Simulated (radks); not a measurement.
Question: Coulomb parameter of the 3d shell of the vanadium ion V3+ in the model configuration [Ar] 3d1 4p1, as a second difference U = [E(n + 0.5) + E(n - 0.5) - 2 E(n)] / (0.5)^2 with all orbitals relaxed. "Bare": the charge of the atom changes with n. "Screened": the 4p shell takes up the change at fixed total charge, which measures U(3d,3d) + U(4p,4p) - 2 U(3d,4p). Method: scalar-relativistic Kohn-Sham, PBE, spin-unpolarised, spherical densities, finite nucleus; Fermi nuclear charge, rms radius 3.6002 fm; computed with a radial shooting solver on a logarithmic mesh with Libxc functionals. Estimate both.

Answer: U(bare) = 18.036 eV, U(screened by 4p) = 5.225 eV, against the Slater integral F0(3d,3d) = 22.603 eV with frozen orbitals.
